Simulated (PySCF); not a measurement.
C₄H₁₂NOPSi₂.
Numbering: `[O:1]=[P@@:2]1([N:3]([SiH3:4])[SiH3:5])[CH:6]=[CH:7][CH2:8][CH2:9]1`

Geometry (GFN2-xTB, Å), atoms numbered from 1 in this order:
```
atom  x, y, z in Å
O1     0.235   -2.442    0.358
P2     0.255   -0.984    0.223
N3    -1.271   -0.338   -0.029
Si4   -2.531   -1.565   -0.012
Si5   -1.446    1.374   -0.285
C6     1.047   -0.051    1.559
C7     1.957    0.785    1.084
C8     2.129    0.869   -0.405
C9     1.419   -0.322   -1.047
H10   -3.754   -0.790   -0.218
H11   -2.541   -2.218    1.293
H12   -2.312   -2.490   -1.119
H13   -0.883    1.733   -1.594
H14   -0.749    2.107    0.775
H15   -2.881    1.621   -0.250
H16    0.822   -0.200    2.602
H17    2.566    1.431    1.702
H18    1.696    1.814   -0.748
H19    3.192    0.888   -0.663
H20    2.120   -1.137   -1.243
H21    0.922   -0.069   -1.983
```

Probes without a nucleus sit at each ring's centroid and 1 Å off its mean plane on both sides; NICS is minus the shielding there, NICSzz its component along the normal. Level: GIAO PBE0/pcSseg-1 (PySCF, non-relativistic, gas phase) on the GFN2-xTB geometry, one conformer.

Ring bond lengths (Å), with Mayer bond orders in brackets: P2–C6 1.812 (0.90), C6–C7 1.324 (1.83), C7–C8 1.501 (1.03), C8–C9 1.528 (1.01), C9–P2 1.845 (0.94).

**Question.** Give the NICS values of each ring in ppm.

**Answer.** 
```csv
ring,type,NICS(0),"NICS(1), two faces","NICS(1)zz, two faces",rms pucker (Å),"centre to ring atoms, mean (Å)"
P2–C6–C7–C8–C9,"5-membered ring with P; formal bonds 1 double, 4 single",-3.3,-3.6 / -4.0,-4.4 / -6.0,0.08,1.35
```

**Question.** What can be read from them?

**Answer.** 
- P2–C6–C7–C8–C9: mean NICS(1)zz -5.2 ppm, shielded. P2, C8, C9 have four or more neighbours, and the NICS criterion for π rings isn't applied.

**Question.** What are the shieldings of the ring atoms and their hydrogens in the same run (means over atoms taken as equivalent)?

**Answer.** 
| atoms | environment | σ isotropic (ppm) | principal values of the symmetric part, first atom (ppm) |
| --- | --- | --- | --- |
| P2 | phosphoryl phosphorus | 273.2 | 180.1, 240.2, 399.1 |
| C6 | alkene CH carbon | 52.1 | -54.0, 57.5, 152.7 |
| C7 | alkene CH carbon | 30.9 | -90.5, 28.9, 154.4 |
| C8 | allylic carbon | 154.9 | 144.0, 151.4, 169.2 |
| C9 | sp3 carbon bound to phosphorus | 158.7 | 142.6, 156.9, 176.7 |
| H16 | vinylic hydrogen | 25.49 | 24.5, 25.3, 26.7 |
| H17 | vinylic hydrogen | 24.72 | 23.5, 24.4, 26.3 |
| H18 | methylene hydrogen | 29.32 | 25.7, 27.6, 34.6 |
| H19 | methylene hydrogen | 28.91 | 23.8, 26.7, 36.3 |
| H20 | methylene hydrogen | 29.77 | 24.6, 28.3, 36.3 |
| H21 | methylene hydrogen | 29.79 | 26.9, 28.5, 34.0 |
